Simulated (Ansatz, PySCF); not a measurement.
1,1-dichloro-2,2-difluoroethane (C₂H₂Cl₂F₂), SMILES C(C(Cl)Cl)(F)F. Atoms are numbered in the order given.

```xyz
8

F     -1.4843    -1.3465     0.8170
C     -1.1347    -0.0982     0.4604
F     -1.6330     0.1565    -0.7539
C      0.3869     0.0075     0.4617
Cl     1.0934    -1.0860    -0.7291
Cl     0.8526     1.6939     0.1871
H     -1.5602     0.6184     1.1858
H      0.7641    -0.2861     1.4495
```
Charge 0, spin multiplicity 1.

Geometry optimised at PBE0-D3(BJ)/def2-SVP. The values are those of a single conformer.

Two levels are set side by side: PBE-D3(BJ)/def2-SVP (Ansatz, a first-principles code) and PBE0-D3(BJ)/def2-SVP (Ansatz). Each level has its own optimised geometry; the coordinates shown are those of the second. Frequencies come from the Hessian of PySCF at each geometry. Differences are taken from unrounded values.

```json
[
 {"quantity": "mean bond length (Å)", "PBE0-D3(BJ)": "1.421", "PBE-D3(BJ)": "1.435", "PBE-D3(BJ) minus PBE0-D3(BJ)": "0.014"},
 {"quantity": "bond F1–C2 (Å)", "PBE0-D3(BJ)": "1.344", "PBE-D3(BJ)": "1.362", "PBE-D3(BJ) minus PBE0-D3(BJ)": "0.017"},
 {"quantity": "bond C2–F3 (Å)", "PBE0-D3(BJ)": "1.337", "PBE-D3(BJ)": "1.353", "PBE-D3(BJ) minus PBE0-D3(BJ)": "0.016"},
 {"quantity": "bond C2–C4 (Å)", "PBE0-D3(BJ)": "1.525", "PBE-D3(BJ)": "1.537", "PBE-D3(BJ) minus PBE0-D3(BJ)": "0.012"},
 {"quantity": "bond C4–Cl5 (Å)", "PBE0-D3(BJ)": "1.764", "PBE-D3(BJ)": "1.781", "PBE-D3(BJ) minus PBE0-D3(BJ)": "0.017"},
 {"quantity": "bond C4–Cl6 (Å)", "PBE0-D3(BJ)": "1.771", "PBE-D3(BJ)": "1.790", "PBE-D3(BJ) minus PBE0-D3(BJ)": "0.019"},
 {"quantity": "bond C2–H7 (Å)", "PBE0-D3(BJ)": "1.105", "PBE-D3(BJ)": "1.115", "PBE-D3(BJ) minus PBE0-D3(BJ)": "0.010"},
 {"quantity": "bond C4–H8 (Å)", "PBE0-D3(BJ)": "1.097", "PBE-D3(BJ)": "1.106", "PBE-D3(BJ) minus PBE0-D3(BJ)": "0.009"},
 {"quantity": "highest harmonic wavenumber (cm⁻¹)", "PBE0-D3(BJ)": "3162", "PBE-D3(BJ)": "3062", "PBE-D3(BJ) minus PBE0-D3(BJ)": "-99"},
 {"quantity": "mean harmonic wavenumber (cm⁻¹)", "PBE0-D3(BJ)": "1053", "PBE-D3(BJ)": "1005", "PBE-D3(BJ) minus PBE0-D3(BJ)": "-48"},
 {"quantity": "zero-point energy (kcal/mol)", "PBE0-D3(BJ)": "27.11", "PBE-D3(BJ)": "25.87", "PBE-D3(BJ) minus PBE0-D3(BJ)": "-1.24"}
]
```

GGA bonds tend to be longer and softer than those of functionals with exact exchange. Differences between two approximate levels are no errors against the true value.
